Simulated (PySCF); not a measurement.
Diatomics of Sb with the chalcogens

PBE0 with double-zeta basis sets in PySCF, for the lowest determinant that a PBE0 search found; no spin–orbit coupling. De refers to high-spin ground-configuration atoms. A positive dipole means M(−)Sb(+).

```json
{"M": "O", "basis": "x2c-SVPall", "state (unpaired electrons)": "doublet (π ↑)", "Re (Å)": "1.830", "ωe (cm⁻¹)": "875", "De (eV)": "3.54", "μ (D)": "3.44"}
{"M": "S", "basis": "def2-SVP", "state (unpaired electrons)": "doublet (π ↑)", "Re (Å)": "2.227", "ωe (cm⁻¹)": "504", "De (eV)": "3.31", "μ (D)": "2.42"}
{"M": "Se", "basis": "def2-SVP", "state (unpaired electrons)": "doublet (π ↑)", "Re (Å)": "2.346", "ωe (cm⁻¹)": "340", "De (eV)": "3.04", "μ (D)": "1.98"}
```

The shortest bond is that of SbO (1.830 Å), the longest that of SbSe (2.346 Å).

The rows differ in basis set, which adds steps of its own.

Down a group the atoms grow and get heavier, so bonds lengthen and wavenumbers fall; this series shows no clear exception.

These are scalar-relativistic numbers at best; spin–orbit coupling would shift them, the dissociation energy most. States were picked by a PBE0 search and need not be the measured ground states.
